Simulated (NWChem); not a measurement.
System: hydrogen bromide (HBr); SMILES Br

The following NWChem deck was run.

```
start job
memory heap 200 mb stack 900 mb global 1100 mb
geometry units angstroms noautoz
  Br     0.000000     0.000000     0.049320
  H      0.000000     0.000000    -1.373047
end
basis spherical
  * library 6-31g*
end
dft
  xc m06-2x
  iterations 150
  mulliken
end
task dft energy
```

The geometry was optimised at PBE0/def2-SVP.

Q: Predict the main results of this run. (M06-2X/6-31G* (spherical d).) Quantities: energy (Ha); highest occupied level (eV); orbital gap (eV); dipole (D).

A: 
```yaml
energy (Ha): -2574.46
highest occupied level (eV): -9.97
orbital gap (eV): 11.13
dipole (D): 1.17
```
